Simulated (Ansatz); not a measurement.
A short molecular-dynamics run on F6InP, SMILES `F[P+](F)(F)[In-]([F])([F])[F]`.

```yaml
crystal:
  periodic: [false, false, false]
  atoms:
    - {symbol: F, position_ang: [0.665662, -1.533606, 1.633459]}
    - {symbol: P, position_ang: [0.797391, -0.842571, 0.260699]}
    - {symbol: F, position_ang: [0.863415, -2.069368, -0.672131]}
    - {symbol: F, position_ang: [2.282349, -0.426043, 0.291148]}
    - {symbol: In, position_ang: [-1.073131, 1.134634, -0.353204]}
    - {symbol: F, position_ang: [-0.602065, 2.259745, 1.149218]}
    - {symbol: F, position_ang: [-0.334705, 1.524263, -2.098784]}
    - {symbol: F, position_ang: [-2.598927, -0.047054, -0.210405]}
basis:
  gaussian: {orbitals: def2-SVP}
hamiltonian: {xc: {name: PBE}, dispersion: d4}
md: {timestep: 0.5 fs, n_steps: 30, ensemble: nvt_langevin, temperature: 700, initial_velocities: maxwell_boltzmann, friction: 0.01, seed: 218}
```

```sh
$ ansatz run in.yaml --threads 4 --pin off --events-out ev --progress --plain --max-ram 11315MiB
```

| step | time (fs) | potential energy (eV) | kinetic (eV) | T (K) | conserved (eV) |
| --- | --- | --- | --- | --- | --- |
| 0 | 0.0 | -30732.6528 | 0.6334 | 612 | – |
| 1 | 0.5 | -30732.6541 | 0.6237 | 603 | – |
| 2 | 1.0 | -30732.6561 | 0.6187 | 598 | – |
| 3 | 1.5 | -30732.6584 | 0.5968 | 577 | – |
| 4 | 2.0 | -30732.6596 | 0.5115 | 495 | – |
| 5 | 2.5 | -30732.6601 | 0.5211 | 504 | – |
| 6 | 3.0 | -30732.6604 | 0.5281 | 511 | – |
| 7 | 3.5 | -30732.6599 | 0.5285 | 511 | – |
| 8 | 4.0 | -30732.6590 | 0.5402 | 522 | – |
| 9 | 4.5 | -30732.6577 | 0.5826 | 563 | – |
| 10 | 5.0 | -30732.6544 | 0.6122 | 592 | – |
| 11 | 5.5 | -30732.6486 | 0.6279 | 607 | – |
| 12 | 6.0 | -30732.6406 | 0.6397 | 619 | – |
| 13 | 6.5 | -30732.6309 | 0.5997 | 580 | – |
| 14 | 7.0 | -30732.6206 | 0.5832 | 564 | – |
| 15 | 7.5 | -30732.6101 | 0.5736 | 555 | – |
| 16 | 8.0 | -30732.5986 | 0.5788 | 560 | – |
| 17 | 8.5 | -30732.5862 | 0.5573 | 539 | – |
| 18 | 9.0 | -30732.5742 | 0.5247 | 507 | – |
| 19 | 9.5 | -30732.5621 | 0.5420 | 524 | – |
| 20 | 10.0 | -30732.5480 | 0.5785 | 559 | – |
| 21 | 10.5 | -30732.5320 | 0.5729 | 554 | – |
| 22 | 11.0 | -30732.5162 | 0.5216 | 504 | – |
| 23 | 11.5 | -30732.5014 | 0.5339 | 516 | – |
| 24 | 12.0 | -30732.4889 | 0.4866 | 471 | – |
| 25 | 12.5 | -30732.4798 | 0.5304 | 513 | – |
| 26 | 13.0 | -30732.4734 | 0.5478 | 530 | – |
| 27 | 13.5 | -30732.4688 | 0.5433 | 525 | – |
| 28 | 14.0 | -30732.4651 | 0.5285 | 511 | – |
| 29 | 14.5 | -30732.4635 | 0.5128 | 496 | – |
| 30 | 15.0 | -30732.4643 | 0.5026 | 486 | – |

Velocities are drawn at the set temperature; a run this short doesn't reach equilibrium.

Frames (Å, forces in eV/Å):

```xyz
8
time=0.0 fs
F     0.666   -1.534    1.633   -0.210   -0.953    1.935
P     0.797   -0.843    0.261   -1.865    1.973   -0.619
F     0.863   -2.069   -0.672    0.069   -1.711   -1.328
F     2.282   -0.426    0.291    2.077    0.615    0.036
In   -1.073    1.135   -0.353    0.056   -0.060    0.018
F    -0.602    2.260    1.149    0.214    0.496    0.669
F    -0.335    1.524   -2.099    0.333    0.170   -0.776
F    -2.599   -0.047   -0.210   -0.675   -0.530    0.065
8
time=0.5 fs
F     0.667   -1.535    1.634   -0.240   -0.953    1.943
P     0.796   -0.841    0.262   -1.716    1.869   -0.669
F     0.866   -2.069   -0.673    0.039   -1.624   -1.276
F     2.285   -0.431    0.295    1.995    0.624    0.028
In   -1.075    1.135   -0.355    0.056   -0.015    0.171
F    -0.600    2.260    1.149    0.205    0.474    0.643
F    -0.333    1.522   -2.093    0.393    0.200   -0.913
F    -2.598   -0.045   -0.212   -0.732   -0.574    0.072
8
time=1.0 fs
F     0.668   -1.536    1.634   -0.268   -0.938    1.922
P     0.794   -0.839    0.263   -1.533    1.759   -0.682
F     0.868   -2.068   -0.674    0.009   -1.543   -1.229
F     2.287   -0.437    0.300    1.878    0.625    0.019
In   -1.076    1.135   -0.357    0.060    0.038    0.322
F    -0.598    2.260    1.148    0.196    0.450    0.616
F    -0.332    1.520   -2.088    0.452    0.230   -1.047
F    -2.597   -0.042   -0.213   -0.794   -0.622    0.080
8
time=1.5 fs
F     0.668   -1.538    1.635   -0.293   -0.902    1.866
P     0.791   -0.836    0.264   -1.332    1.635   -0.654
F     0.870   -2.066   -0.674   -0.023   -1.466   -1.188
F     2.290   -0.442    0.304    1.744    0.625    0.010
In   -1.078    1.136   -0.358    0.065    0.097    0.470
F    -0.596    2.260    1.148    0.186    0.425    0.586
F    -0.331    1.518   -2.082    0.510    0.257   -1.176
F    -2.597   -0.040   -0.214   -0.858   -0.671    0.087
8
time=2.0 fs
F     0.669   -1.540    1.636   -0.315   -0.854    1.789
P     0.790   -0.834    0.265   -1.145    1.501   -0.601
F     0.872   -2.065   -0.675   -0.054   -1.395   -1.152
F     2.293   -0.446    0.308    1.620    0.627    0.002
In   -1.079    1.136   -0.360    0.065    0.154    0.619
F    -0.595    2.260    1.148    0.175    0.397    0.552
F    -0.330    1.517   -2.077    0.568    0.285   -1.303
F    -2.596   -0.038   -0.215   -0.914   -0.716    0.094
8
time=2.5 fs
F     0.670   -1.542    1.637   -0.335   -0.798    1.700
P     0.788   -0.831    0.266   -0.966    1.353   -0.539
F     0.874   -2.064   -0.675   -0.087   -1.320   -1.114
F     2.296   -0.451    0.311    1.502    0.632   -0.006
In   -1.081    1.136   -0.361    0.069    0.213    0.758
F    -0.593    2.261    1.147    0.164    0.369    0.518
F    -0.329    1.516   -2.073    0.622    0.309   -1.418
F    -2.595   -0.036   -0.216   -0.970   -0.759    0.101
8
time=3.0 fs
F     0.671   -1.544    1.639   -0.354   -0.736    1.602
P     0.786   -0.828    0.267   -0.783    1.182   -0.479
F     0.877   -2.063   -0.675   -0.120   -1.230   -1.067
F     2.299   -0.455    0.315    1.382    0.639   -0.012
In   -1.082    1.136   -0.363    0.076    0.276    0.882
F    -0.592    2.261    1.147    0.154    0.342    0.485
F    -0.328    1.514   -2.069    0.671    0.331   -1.519
F    -2.595   -0.034   -0.218   -1.026   -0.803    0.108
8
time=3.5 fs
F     0.672   -1.546    1.640   -0.371   -0.671    1.499
P     0.784   -0.824    0.268   -0.607    0.981   -0.433
F     0.880   -2.062   -0.676   -0.157   -1.117   -1.001
F     2.302   -0.459    0.319    1.272    0.648   -0.017
In   -1.084    1.136   -0.364    0.081    0.337    1.002
F    -0.590    2.262    1.146    0.144    0.316    0.453
F    -0.327    1.513   -2.066    0.719    0.352   -1.617
F    -2.594   -0.032   -0.219   -1.079   -0.845    0.114
8
time=4.0 fs
F     0.672   -1.548    1.642   -0.386   -0.600    1.385
P     0.783   -0.821    0.269   -0.422    0.763   -0.392
F     0.883   -2.061   -0.677   -0.195   -0.988   -0.921
F     2.305   -0.463    0.322    1.150    0.653   -0.021
In   -1.085    1.136   -0.366    0.085    0.398    1.117
F    -0.589    2.262    1.146    0.134    0.290    0.423
F    -0.325    1.513   -2.062    0.766    0.372   -1.713
F    -2.593   -0.030   -0.221   -1.132   -0.887    0.121
8
time=4.5 fs
F     0.673   -1.550    1.645   -0.399   -0.524    1.258
P     0.781   -0.817    0.271   -0.220    0.532   -0.344
F     0.885   -2.059   -0.679   -0.232   -0.850   -0.832
F     2.309   -0.467    0.326    1.010    0.653   -0.026
In   -1.086    1.136   -0.368    0.081    0.453    1.227
F    -0.587    2.262    1.145    0.125    0.267    0.396
F    -0.323    1.513   -2.059    0.813    0.392   -1.805
F    -2.593   -0.028   -0.223   -1.178   -0.924    0.127
8
time=5.0 fs
F     0.673   -1.553    1.647   -0.414   -0.449    1.139
P     0.779   -0.813    0.273   -0.011    0.291   -0.310
F     0.887   -2.058   -0.681   -0.272   -0.701   -0.737
F     2.312   -0.470    0.330    0.869    0.657   -0.031
In   -1.087    1.136   -0.370    0.068    0.501    1.335
F    -0.585    2.263    1.145    0.116    0.244    0.369
F    -0.322    1.512   -2.056    0.859    0.411   -1.896
F    -2.592   -0.027   -0.224   -1.215   -0.954    0.132
8
time=5.5 fs
F     0.674   -1.556    1.649   -0.429   -0.372    1.019
P     0.777   -0.809    0.275    0.200    0.043   -0.280
F     0.890   -2.057   -0.682   -0.315   -0.550   -0.640
F     2.316   -0.474    0.333    0.728    0.662   -0.035
In   -1.088    1.137   -0.372    0.051    0.548    1.445
F    -0.583    2.263    1.144    0.106    0.221    0.341
F    -0.320    1.512   -2.053    0.907    0.430   -1.988
F    -2.592   -0.026   -0.224   -1.248   -0.982    0.137
8
time=6.0 fs
F     0.675   -1.560    1.652   -0.443   -0.289    0.889
P     0.776   -0.805    0.277    0.418   -0.210   -0.238
F     0.893   -2.056   -0.684   -0.356   -0.398   -0.542
F     2.320   -0.478    0.337    0.579    0.666   -0.041
In   -1.089    1.137   -0.373    0.029    0.589    1.550
F    -0.582    2.263    1.143    0.099    0.201    0.318
F    -0.318    1.511   -2.049    0.954    0.449   -2.079
F    -2.591   -0.024   -0.224   -1.280   -1.008    0.142
8
time=6.5 fs
F     0.676   -1.563    1.654   -0.457   -0.207    0.761
P     0.774   -0.801    0.279    0.638   -0.446   -0.187
F     0.895   -2.054   -0.686   -0.396   -0.261   -0.454
F     2.325   -0.482    0.341    0.424    0.668   -0.047
In   -1.090    1.137   -0.375    0.010    0.629    1.643
F    -0.580    2.264    1.142    0.092    0.183    0.297
F    -0.316    1.511   -2.047    0.997    0.466   -2.159
F    -2.591   -0.023   -0.224   -1.308   -1.031    0.147
8
time=7.0 fs
F     0.677   -1.567    1.657   -0.469   -0.123    0.631
P     0.773   -0.797    0.281    0.846   -0.672   -0.130
F     0.897   -2.053   -0.688   -0.433   -0.135   -0.373
F     2.329   -0.486    0.345    0.277    0.671   -0.053
In   -1.090    1.137   -0.377   -0.008    0.666    1.721
F    -0.579    2.264    1.141    0.086    0.165    0.277
F    -0.315    1.511   -2.045    1.033    0.479   -2.224
F    -2.591   -0.022   -0.224   -1.331   -1.052    0.151
8
time=7.5 fs
F     0.678   -1.571    1.660   -0.481   -0.041    0.507
P     0.771   -0.793    0.283    1.064   -0.890   -0.077
F     0.899   -2.051   -0.690   -0.469   -0.011   -0.293
F     2.333   -0.489    0.349    0.118    0.670   -0.059
In   -1.091    1.138   -0.379   -0.033    0.696    1.783
F    -0.578    2.264    1.140    0.080    0.150    0.258
F    -0.313    1.511   -2.043    1.063    0.488   -2.275
F    -2.591   -0.021   -0.224   -1.342   -1.062    0.154
8
time=8.0 fs
F     0.679   -1.575    1.662   -0.493    0.034    0.395
P     0.769   -0.790    0.286    1.284   -1.097   -0.035
F     0.901   -2.049   -0.692   -0.505    0.109   -0.213
F     2.337   -0.492    0.353   -0.043    0.670   -0.064
In   -1.092    1.138   -0.381   -0.060    0.721    1.838
F    -0.578    2.264    1.139    0.073    0.133    0.239
F    -0.310    1.511   -2.042    1.088    0.496   -2.315
F    -2.592   -0.020   -0.223   -1.344   -1.065    0.156
8
time=8.5 fs
F     0.680   -1.579    1.665   -0.502    0.114    0.274
P     0.767   -0.786    0.288    1.479   -1.310    0.013
F     0.902   -2.048   -0.693   -0.538    0.228   -0.133
F     2.341   -0.495    0.356   -0.185    0.671   -0.068
In   -1.093    1.137   -0.383   -0.087    0.745    1.888
F    -0.577    2.264    1.138    0.067    0.116    0.219
F    -0.307    1.510   -2.041    1.111    0.502   -2.349
F    -2.593   -0.020   -0.223   -1.344   -1.067    0.158
8
time=9.0 fs
F     0.681   -1.583    1.668   -0.511    0.196    0.152
P     0.766   -0.783    0.290    1.657   -1.515    0.070
F     0.904   -2.047   -0.695   -0.569    0.337   -0.061
F     2.345   -0.498    0.360   -0.313    0.674   -0.073
In   -1.094    1.137   -0.385   -0.120    0.764    1.933
F    -0.576    2.264    1.137    0.058    0.096    0.193
F    -0.304    1.510   -2.040    1.129    0.505   -2.372
F    -2.594   -0.019   -0.222   -1.331   -1.057    0.157
8
time=9.5 fs
F     0.682   -1.587    1.671   -0.519    0.272    0.040
P     0.764   -0.780    0.293    1.821   -1.697    0.126
F     0.905   -2.045   -0.697   -0.595    0.432    0.003
F     2.348   -0.501    0.364   -0.434    0.676   -0.078
In   -1.094    1.137   -0.387   -0.156    0.780    1.985
F    -0.575    2.265    1.137    0.048    0.072    0.163
F    -0.300    1.509   -2.039    1.146    0.508   -2.395
F    -2.596   -0.019   -0.222   -1.310   -1.042    0.156
8
time=10.0 fs
F     0.682   -1.592    1.674   -0.527    0.353   -0.081
P     0.763   -0.777    0.295    1.980   -1.888    0.187
F     0.906   -2.044   -0.699   -0.620    0.531    0.072
F     2.351   -0.503    0.367   -0.553    0.677   -0.085
In   -1.095    1.137   -0.389   -0.199    0.790    2.042
F    -0.573    2.265    1.136    0.037    0.048    0.133
F    -0.297    1.510   -2.037    1.167    0.513   -2.422
F    -2.597   -0.019   -0.222   -1.286   -1.024    0.155
8
time=10.5 fs
F     0.683   -1.596    1.676   -0.532    0.438   -0.208
P     0.762   -0.774    0.296    2.127   -2.087    0.248
F     0.907   -2.042   -0.702   -0.645    0.635    0.146
F     2.355   -0.506    0.371   -0.663    0.679   -0.091
In   -1.096    1.137   -0.391   -0.252    0.790    2.101
F    -0.573    2.266    1.135    0.028    0.027    0.108
F    -0.293    1.510   -2.035    1.192    0.520   -2.457
F    -2.599   -0.019   -0.221   -1.256   -1.002    0.152
8
time=11.0 fs
F     0.684   -1.601    1.679   -0.535    0.515   -0.327
P     0.762   -0.772    0.298    2.253   -2.263    0.303
F     0.908   -2.040   -0.705   -0.665    0.726    0.217
F     2.359   -0.509    0.375   -0.759    0.680   -0.095
In   -1.097    1.137   -0.392   -0.303    0.787    2.159
F    -0.572    2.266    1.134    0.020    0.008    0.085
F    -0.290    1.510   -2.034    1.216    0.527   -2.492
F    -2.601   -0.019   -0.221   -1.227   -0.981    0.150
8
time=11.5 fs
F     0.685   -1.605    1.682   -0.537    0.584   -0.436
P     0.762   -0.769    0.301    2.365   -2.420    0.350
F     0.909   -2.038   -0.708   -0.683    0.808    0.283
F     2.362   -0.512    0.378   -0.848    0.681   -0.098
In   -1.097    1.137   -0.394   -0.354    0.782    2.216
F    -0.571    2.266    1.134    0.010   -0.013    0.059
F    -0.287    1.511   -2.032    1.238    0.533   -2.520
F    -2.604   -0.019   -0.220   -1.192   -0.955    0.147
8
time=12.0 fs
F     0.685   -1.609    1.685   -0.538    0.647   -0.535
P     0.762   -0.767    0.303    2.458   -2.556    0.395
F     0.909   -2.036   -0.711   -0.698    0.876    0.341
F     2.365   -0.514    0.382   -0.922    0.682   -0.101
In   -1.098    1.137   -0.396   -0.402    0.772    2.260
F    -0.570    2.266    1.133    0.000   -0.033    0.033
F    -0.284    1.511   -2.031    1.252    0.536   -2.535
F    -2.606   -0.020   -0.220   -1.151   -0.924    0.142
8
time=12.5 fs
F     0.685   -1.613    1.688   -0.537    0.703   -0.626
P     0.762   -0.766    0.305    2.536   -2.660    0.446
F     0.910   -2.034   -0.714   -0.707    0.923    0.384
F     2.368   -0.517    0.386   -0.991    0.681   -0.104
In   -1.100    1.136   -0.398   -0.442    0.759    2.284
F    -0.570    2.265    1.133   -0.008   -0.049    0.012
F    -0.280    1.511   -2.030    1.258    0.535   -2.533
F    -2.609   -0.020   -0.220   -1.110   -0.892    0.137
8
time=13.0 fs
F     0.685   -1.617    1.691   -0.534    0.753   -0.708
P     0.762   -0.764    0.307    2.612   -2.745    0.493
F     0.910   -2.031   -0.716   -0.714    0.961    0.422
F     2.372   -0.519    0.390   -1.063    0.677   -0.108
In   -1.101    1.137   -0.400   -0.473    0.748    2.291
F    -0.569    2.265    1.133   -0.017   -0.065   -0.010
F    -0.276    1.512   -2.030    1.255    0.529   -2.511
F    -2.612   -0.021   -0.220   -1.065   -0.858    0.131
8
time=13.5 fs
F     0.685   -1.620    1.694   -0.533    0.797   -0.781
P     0.762   -0.763    0.309    2.685   -2.823    0.529
F     0.910   -2.028   -0.718   -0.720    0.999    0.461
F     2.375   -0.522    0.394   -1.134    0.673   -0.112
In   -1.102    1.137   -0.402   -0.490    0.742    2.279
F    -0.568    2.264    1.133   -0.026   -0.082   -0.035
F    -0.272    1.512   -2.030    1.240    0.518   -2.467
F    -2.615   -0.021   -0.219   -1.022   -0.825    0.126
8
time=14.0 fs
F     0.686   -1.623    1.696   -0.532    0.836   -0.844
P     0.763   -0.761    0.312    2.754   -2.900    0.553
F     0.910   -2.025   -0.721   -0.726    1.040    0.503
F     2.378   -0.524    0.398   -1.199    0.670   -0.116
In   -1.104    1.137   -0.403   -0.499    0.741    2.254
F    -0.568    2.264    1.132   -0.037   -0.101   -0.061
F    -0.268    1.513   -2.030    1.217    0.504   -2.410
F    -2.618   -0.022   -0.219   -0.978   -0.791    0.119
8
time=14.5 fs
F     0.686   -1.626    1.699   -0.532    0.870   -0.898
P     0.763   -0.759    0.314    2.810   -2.964    0.573
F     0.910   -2.022   -0.723   -0.729    1.075    0.540
F     2.381   -0.526    0.402   -1.255    0.668   -0.120
In   -1.106    1.137   -0.405   -0.503    0.741    2.226
F    -0.567    2.264    1.132   -0.049   -0.123   -0.091
F    -0.264    1.513   -2.031    1.189    0.487   -2.343
F    -2.622   -0.022   -0.219   -0.931   -0.754    0.113
8
time=15.0 fs
F     0.687   -1.629    1.701   -0.531    0.899   -0.948
P     0.764   -0.758    0.316    2.853   -3.005    0.598
F     0.910   -2.019   -0.725   -0.728    1.096    0.568
F     2.384   -0.528    0.405   -1.305    0.663   -0.125
In   -1.107    1.137   -0.406   -0.502    0.743    2.198
F    -0.566    2.264    1.132   -0.062   -0.148   -0.125
F    -0.260    1.513   -2.032    1.158    0.469   -2.271
F    -2.626   -0.022   -0.218   -0.883   -0.716    0.106
```

It took 18 s on 4 threads of an AMD EPYC 9R45 on a shared host, with 0.57 GiB of host memory at the peak.
